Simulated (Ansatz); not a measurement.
`N=CC[SiH2][SiH3]` + `CO[SiH2]F` → `CO[SiH](F)[SiH3]` + `N=CC[SiH3]`  (formal exchange of groups at the Si–Si bond)

Isolated molecules relaxed with PBE0-D4/def2-TZVP in Ansatz; ΔE leaves out vibrations. CBS: MP2 limit from def2 TZ/QZ plus the TZ coupled-cluster correction, frozen cores. Functionals use def2-TZVPP. Each species was taken in one conformer, which may not be the lowest.

```json
{"level": "PBE-D4", "ΔE (eV)": "0.10"}
{"level": "PBE", "ΔE (eV)": "0.07"}
{"level": "HF/CBS(def2)", "ΔE (eV)": "0.07"}
{"level": "MP2/CBS(def2)", "ΔE (eV)": "0.14"}
```

Problem. What does CCSD(T)/CBS give? (Best estimate.)

Solution. Ansatz gave: +0.12 eV. The listed levels differ from it by -0.02, -0.05, -0.05, 0.02 eV.

Largest T1 diagnostic among the species: 0.013.

In def2-TZVPP, CCSD(T) changes the Hartree–Fock value by +0.05 eV (the triples alone add +0.01 eV) and MP2 by +0.07 eV. The D4 term adds +0.03 eV with B3LYP and +0.02 eV with PBE0; it sums over pairs of atoms, weighted by their polarisabilities, and B3LYP, whose exchange is more repulsive, gets the larger term.

B3LYP here is the variant with VWN-RPA as its local correlation; programs differ in this.
